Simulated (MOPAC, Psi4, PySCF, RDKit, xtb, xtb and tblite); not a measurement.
Two geometries of C₂H₄ClF, SMILES FCCCl, singlet, relaxed at GFN2-xTB with one dihedral held; other torsions can differ between them too.

Structure A

```
8

F     -1.6132    -0.7729    -0.2920
C     -0.7268     0.2584    -0.1116
C      0.6771    -0.3048     0.0968
Cl     1.8771     0.5915    -0.8682
H     -0.7776     0.8717    -1.0168
H     -1.0780     0.8332     0.7498
H      0.7008    -1.3396    -0.2481
H      0.9939    -0.2553     1.1370
```

Structure B

```
8

F     -1.6302    -0.7620    -0.2925
C     -0.7123     0.2393    -0.1330
C      0.6799    -0.3276     0.0813
Cl     1.1877    -1.3213    -1.3139
H     -0.7572     0.8533    -1.0387
H     -1.0217     0.8245     0.7404
H      0.6979    -0.9805     0.9541
H      1.3992     0.4814     0.1952
```

Which is lower in energy at the level Psi4 with DF-MP2 (frozen core)/cc-pVTZ // GFN2-xTB, and by how much?

B is lower, by 2.61 kcal/mol (dihedral F1–C2–C3–Cl4: 135° in A, 60° in B).

E(B) − E(A) in kcal/mol at the other levels, on the same two geometries: GFN2-xTB (xtb and tblite) -0.04; MMFF94 // GFN2-xTB (RDKit) -2.37; B3LYP/def2-TZVP // GFN2-xTB (Psi4) -2.23; B3LYP-D3(BJ)/def2-TZVP // GFN2-xTB (Psi4) -2.30; PBE/def2-TZVP // GFN2-xTB (Psi4) -2.28; PBE-D3(BJ)/def2-TZVP // GFN2-xTB (Psi4) -2.32; r2SCAN/def2-TZVP // GFN2-xTB (Psi4) -2.70; HF/cc-pVTZ // GFN2-xTB (Psi4) -2.40; UFF // GFN2-xTB (RDKit) -2.95; PM3, restricted, heats of formation // GFN2-xTB (MOPAC) -1.34; PM7, restricted, heats of formation // GFN2-xTB (MOPAC) -1.45; GFN1-xTB // GFN2-xTB (xtb) -0.46; restricted B3LYP/6-31G*, spherical d // GFN2-xTB (PySCF) -2.86; restricted MP2 (frozen core)/3-21G // GFN2-xTB (PySCF) -3.44; restricted M06-2X/6-31G*, spherical d // GFN2-xTB (PySCF) -2.91; restricted LDA (SVWN5)/6-31G*, spherical d // GFN2-xTB (PySCF) -3.23.
